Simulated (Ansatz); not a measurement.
A nudged elastic band was laid between two geometries of CH₅BFNO (10 atoms, charge 0, multiplicity 1).

Method: RKS BLYP/def2-SVP in Ansatz.

```yaml
movable_images: 5
climbing_image: yes
spring: 5.0 eV/Å²
optimiser: quadratic models (default)
start_path: through a guess of the saddle point
force_threshold: 0.05 eV/Å
iteration_limit: 60
end_points: relaxed
```

First end point:

```xyz
10
Properties=species:S:1:pos:R:3
B -0.750 0.329 0.910
C 0.143 0.511 -0.362
N -0.090 -0.967 0.041
O 1.451 0.905 -0.341
F -0.412 0.690 -1.622
H -1.953 0.381 0.777
H -0.235 0.445 2.000
H -0.670 -1.525 -0.598
H 0.736 -1.463 0.393
H 1.862 0.643 -1.195
```

Last end point:

```xyz
10
Properties=species:S:1:pos:R:3
B -0.574 -0.183 1.380
C 0.414 0.110 -1.042
N -0.474 -0.323 -0.224
O 1.489 0.801 -0.694
F 0.306 -0.123 -2.367
H -1.649 0.389 1.579
H -0.614 -1.344 1.794
H -1.232 -0.838 -0.691
H 0.402 0.448 1.763
H 2.015 1.011 -1.494
```

(1) What changes between the two ends?

(2) What energy profile does the band end with?

(3) What is the geometry of the highest image?

## Answers

(1) Bonds broken: B1–C2, N3–H9. Bonds formed: B1–H9.

(2) The run converged. The highest image is number 4 of 0 to 6, 171.4 kJ/mol above the first end and 185.6 kJ/mol above the last; the last end lies 14.2 kJ/mol below the first. The profile has 2 maxima (images 2, 4) with wells between them (image 3): this band takes more than one step, which may be the mechanism or a detour left from its start path. Neighbouring images differ by up to 1.3 eV, so the band resolves the path poorly. A vibrational analysis at the climbing image gives one clearly imaginary mode, 498i cm⁻¹: a first-order saddle point. The orbitals stay closed-shell, which can raise the energy where a bond breaks towards radicals; this wasn't checked here.

```
image  path coordinate (Å)  energy (kJ/mol)  B1–C2 (Å)  N3–H9 (Å)  B1–H9 (Å)
    0                 0.00              0.0       1.56       1.03       2.38
    1                 1.54            109.9       1.61       1.09       1.90
    2                 3.08            112.8       1.56       2.42       2.60
    3                 4.62            101.2       1.57       3.11       2.50
    4                 6.16            171.4       1.65       2.33       1.29
    5                 7.58             41.2       2.48       2.31       1.22
    6                 9.00            -14.2       2.63       2.30       1.22
```

(3) 
```xyz
10
Properties=species:S:1:pos:R:3
B -0.663 -0.031 0.714
C 0.298 0.074 -0.621
N -0.228 -1.151 -0.248
O 1.668 0.162 -0.754
F -0.331 0.774 -1.658
H -1.711 0.546 0.852
H -0.196 -0.354 1.934
H -0.965 -1.518 -0.859
H 0.319 0.333 1.466
H 1.893 1.113 -0.823
```

Time of the run: 4.3 min on 2 threads of AMD EPYC 7R13 Processor (Zen 3) (shared host), peak memory 0.15 GiB.
